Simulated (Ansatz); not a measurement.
Calculated with Ansatz (gas phase, PBE0-D4/def2-TZVP geometries, no zero-point term in ΔE). CCSD(T)/CBS is the MP2 limit (def2-TZVPP, def2-QZVPP) plus CCSD(T) − MP2 in def2-TZVPP, frozen cores. This one scheme is used for every species. Functionals use def2-TZVPP. Each species was taken in one conformer, which may not be the lowest.

`C[SiH2]O[SiH3]` + SiH₄ → `[SiH3]O[SiH2][SiH3]` + CH₄  (formal exchange of groups at the Si–C bond)

`C[SiH2]O[SiH3]`:

```xyz
12

C     1.392    1.424    0.921
Si    0.926   -0.154    0.061
O    -0.695   -0.168   -0.188
Si   -1.960   -1.002   -0.794
H     1.119    2.292    0.316
H     2.470    1.456    1.098
H     0.886    1.505    1.886
H     1.302   -1.334    0.888
H     1.621   -0.263   -1.252
H    -3.190   -0.201   -0.581
H    -2.097   -2.312   -0.105
H    -1.773   -1.242   -2.250
```

SiH₄:

Z-matrix (Å, degrees):
```
Si
H 1 1.485
H 1 1.485 2 109.5
H 1 1.485 2 109.5 3 -120.0
H 1 1.485 2 109.5 3 120.0
```

`[SiH3]O[SiH2][SiH3]`:

```xyz
12

Si    2.146    0.065    0.387
O     0.983   -0.949   -0.148
Si   -0.611   -1.121   -0.496
Si   -1.821    0.832   -0.014
H     1.546    1.381    0.741
H     2.793   -0.519    1.588
H     3.161    0.259   -0.678
H    -1.151   -2.257    0.297
H    -0.752   -1.458   -1.939
H    -1.323    1.981   -0.818
H    -1.717    1.182    1.428
H    -3.254    0.604   -0.347
```

CH₄:

Z-matrix (Å, degrees):
```
C
H 1 1.090
H 1 1.090 2 109.5
H 1 1.090 2 109.5 3 -120.0
H 1 1.090 2 109.5 3 120.0
```

```tsv
species	PBE energy (Eh)
`C[SiH2]O[SiH3]`	-696.82737
SiH₄	-291.72174
`[SiH3]O[SiH2][SiH3]`	-948.08613
CH₄	-40.46430
```

**Question.** Work out ΔE.

**Answer.** ΔE = (-948.08613) + (-40.46430) − (-696.82737) − (-291.72174) = -0.00132 Eh = -0.04 eV. CCSD(T)/CBS gives +0.08 eV.

Largest T1 diagnostic among the species: 0.012.

From BLYP to BHLYP (50 % exact exchange), in def2-TZVPP and without D4, ΔE moves by +0.08 eV. In def2-TZVPP, CCSD(T) changes the Hartree–Fock value by −0.10 eV (the triples alone add −0.02 eV) and MP2 by −0.05 eV.
